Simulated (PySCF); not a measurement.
Computed with PBE-D3(BJ)/def2-TZVP // B3LYP-D3(BJ)/def2-TZVP (PySCF). Gas-phase values, no solvent. 

Reference species (SMILES): `C=C=C[SiH3]` (neutral, multiplicity 1).

```
Quantity         Result
-------------  --------
HOMO–LUMO gap   5.22 eV
LUMO           -1.18 eV
```

Changed species: `C=C1C[SiH2]1`.

**Question.** Predict the effect on the HOMO–LUMO gap and LUMO.

**Answer.** the HOMO–LUMO gap falls by 0.63 eV, to 4.59 eV; the LUMO falls by 0.38 eV, to -1.56 eV.
